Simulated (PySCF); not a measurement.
# Radial density of Tl²⁺ (thallium, charge +2)

PBE0, [Xe] 4f14 5d10 6s1, 2S determinant. Computed with PySCF 2.14 in def2-SVP with the def2 core potential (60 electrons), with a scalar-relativistic core potential. This is the valence pseudo-density: the core potential removes the inner electrons and smooths the orbitals near the nucleus.

```tsv
r (bohr)	4πr²ρ (e/bohr)	4πr²(ρα − ρβ)
0.0400	1.149e-05	0.0000
0.0673	4.333e-05	0.0000
0.113	0.0002562	0.0000
0.190	0.003147	0.0000
0.320	0.1042	0.0024
0.538	4.094	0.0799
0.905	19.45	0.0159
1.52	8.820	0.3506
2.56	1.228	0.4708
4.31	0.03767	0.0292
7.25	6.473e-05	0.0001
```

Energies and moments cover only the electrons outside the core potential. Spin-orbit coupling, which splits the p, d and f shells strongly at this Z, is absent.
